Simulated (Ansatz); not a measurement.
Ansatz (a first-principles code) input:

Ansatz 0.2 input:
```yaml
crystal:
  periodic: [false, false, false]
  atoms:
    - {symbol: Zn, position_ang: [0.00000000, 0.00000000, 0.00000000]}
    - {symbol: H, position_ang: [-0.00000000, -0.00000000, -1.54404455]}
    - {symbol: H, position_ang: [0.00000000, 0.00000000, 1.54404455]}
basis:
  gaussian:
    orbitals: def2-TZVP
hamiltonian:
  xc: {name: PBE}
relax: {f_tol: 0.003, max_steps: 100}
```

### Question
What final total energy does it print?

### Answer
-1780.28839 Eh (PBE/def2-TZVP). The basis has 60 functions.
